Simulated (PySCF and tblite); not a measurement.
Computed ¹H and ¹³C shifts (ppm) of 4 molecules with 10 carbons each, averaged over conformers at 298.15 K: GIAO PBE0/6-31G* on GFN2-xTB geometries, unscaled, against TMS (¹H), TMS (¹³C) at the same level; H on other atoms than carbon is left out (PySCF, tblite).

P. ¹H: 3.50 (3H), 3.37 (2H), 1.65 (2H), 1.13 (9H), 1.11 (6H) ¹³C: 80.1 (1C), 57.7 (1C), 50.5 (1C), 36.2 (1C), 32.0 (3C), 31.2 (1C), 28.4 (2C)
Q. ¹H: 6.85 (1H), 6.56 (1H), 5.93 (1H), 5.75 (1H), 5.63 (1H), 5.57 (1H), 5.40 (1H), 5.39 (1H), 5.16 (1H), 2.95 (2H), 1.70 (3H) ¹³C: 132.8 (1C), 132.1 (1C), 127.6 (1C), 125.3 (1C), 122.9 (1C), 121.2 (1C), 114.3 (1C), 111.8 (1C), 34.8 (1C), 20.4 (1C)
R. ¹H: 7.41 (2H), 6.98 (1H), 6.80 (2H), 4.12 (2H), 1.91 (2H), 1.78 (2H), 1.09 (3H) ¹³C: 151.0 (1C), 123.1 (2C), 114.0 (1C), 108.5 (2C), 64.6 (1C), 32.7 (1C), 21.6 (1C), 15.4 (1C)
S. ¹H: 6.24 (1H), 6.15 (1H), 5.33 (1H), 5.26 (1H), 4.95 (1H), 4.89 (1H), 3.14 (2H), 2.25 (2H), 2.08 (3H), 1.12 (3H) ¹³C: 136.2 (1C), 133.9 (1C), 132.0 (1C), 125.6 (1C), 116.0 (1C), 111.6 (1C), 38.2 (1C), 35.9 (1C), 22.1 (1C), 15.9 (1C)

The molecules:
1. C10H14, SMILES C=CC(C=C)=CC/C=C/C
2. C₁₀H₁₄O, SMILES CCCCOc1ccccc1
3. C₁₀H₁₆, SMILES C=CC/C(=C\C(=C)C)CC
4. C10H22O, SMILES COCC(C)(C)CC(C)(C)C

**Question.** Which spectrum belongs to which molecule?

**Answer.** P is 4; Q is 1; R is 2; S is 3.

Assigned:
1. [CH2:1]=[CH:2][C:3]([CH:4]=[CH2:5])=[CH:6][CH2:7]/[CH:8]=[CH:9]/[CH3:10]: ¹³C: 132.8 (C2), 132.1 (C3), 127.6 (C4), 125.3 (C6), 122.9 (C8), 121.2 (C9), 114.3 (C5), 111.8 (C1), 34.8 (C7), 20.4 (C10) ppm.
2. [CH3:1][CH2:2][CH2:3][CH2:4][O:5][c:6]1[cH:7][cH:8][cH:9][cH:10][cH:11]1: ¹³C: 151.0 (C6), 123.1 (C8/C10), 114.0 (C9), 108.5 (C7/C11), 64.6 (C4), 32.7 (C3), 21.6 (C2), 15.4 (C1) ppm.
3. [CH2:1]=[CH:2][CH2:3]/[C:4](=[CH:5]\[C:6](=[CH2:7])[CH3:8])[CH2:9][CH3:10]: ¹³C: 136.2 (C6), 133.9 (C4), 132.0 (C2), 125.6 (C5), 116.0 (C7), 111.6 (C1), 38.2 (C3), 35.9 (C9), 22.1 (C8), 15.9 (C10) ppm.
4. [CH3:1][O:2][CH2:3][C:4]([CH3:5])([CH3:6])[CH2:7][C:8]([CH3:9])([CH3:10])[CH3:11]: ¹³C: 80.1 (C3), 57.7 (C1), 50.5 (C7), 36.2 (C4), 32.0 (C9/C10/C11), 31.2 (C8), 28.4 (C5/C6) ppm.

Unscaled shifts at such levels can be off by 15 ppm or more for ¹³C and 0.8 ppm for ¹H.

For scale, the study of C=CC(C=C)=CC/C=C/C took 16 min on 1 thread of AMD EPYC, on a host shared with other jobs (rough), launched as `OMP_NUM_THREADS=1 python ens_run.py task.json out`.
